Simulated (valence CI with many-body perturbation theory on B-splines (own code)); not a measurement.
# Basis-set convergence for Re2+

Method: valence CI with perturbative core correlation (CI+MBPT): five valence electrons over a frozen Dirac-Fock core [Xe] 4f14, radial functions for each j: 7 s, 7 p, 8 d, 6 f, 4 g, 1 h, with the one-electron correlation potential Σ1 (screened to all orders), the two-electron term Σ2, the three-electron term Σ3, Breit, model QED; selected single and double excitations, second order for the rest, scaled by the run's own slope (own B-spline code, finite nucleus).

Against 33 measured levels this calculation errs by 858 cm⁻¹ on average and by 1367 at most. Among the levels kept, up to 2200 cm⁻¹ of a level comes from second order outside the variational space, and about a tenth of that is noise between levels of different J, which matters for small intervals. Only levels of the ground parity were solved; by the run's estimate the other parity begins above the list, which can be wrong where configurations are misplaced. 1 measured level below the end of the list, from 36166 cm⁻¹ on, found no clear computed partner.

The reference run has the lowest level 5d⁵ ⁶S_5/2 and an ionisation energy of 27.1865 eV. Its largest variational space holds 19999 state functions.

Names give the largest LS component (configuration and term), which can be under half, so a name can repeat, a term be missing and a line seem to break the LS rules; names also repeat where a configuration has a term twice. Letters in brackets count levels of one name in rising energy.

Changed runs:
A. basis 6 s, 6 p, 5 d, 5 f, 1 g
B. basis 5 s, 5 p, 4 d, 4 f

Excitation energies of the reference run in cm⁻¹, and shifts in cm⁻¹:

```tsv
Level	Reference	A	B
5d⁵ ⁴G_5/2 [a]	14414	+339	+1358
5d⁴6s ⁶D_1/2	15310	-174	+16
5d⁵ ⁴P_3/2 [a]	16578	+82	
5d⁵ ⁴G_7/2	17456	+283	+1460
5d⁵ ⁴G_5/2 [b]	17743	+234	+1211
5d⁵ ⁴G_11/2	18504	+300	+1513
5d⁴6s ⁶D_3/2	18704	-225	+210
5d⁵ ⁴G_9/2	18803	+266	+1461
5d⁵ ⁴D_1/2 [a]	19124	+67	+708
5d⁴6s ⁶D_5/2	20526	-407	-325
5d⁵ ⁴D_7/2	21155	+111	
5d⁵ ⁴D_5/2	22421	+223	+1187
Ionisation energy (eV)	27.1865	-0.0663	-0.0775
```

A blank means that the level has no clear partner in that run.
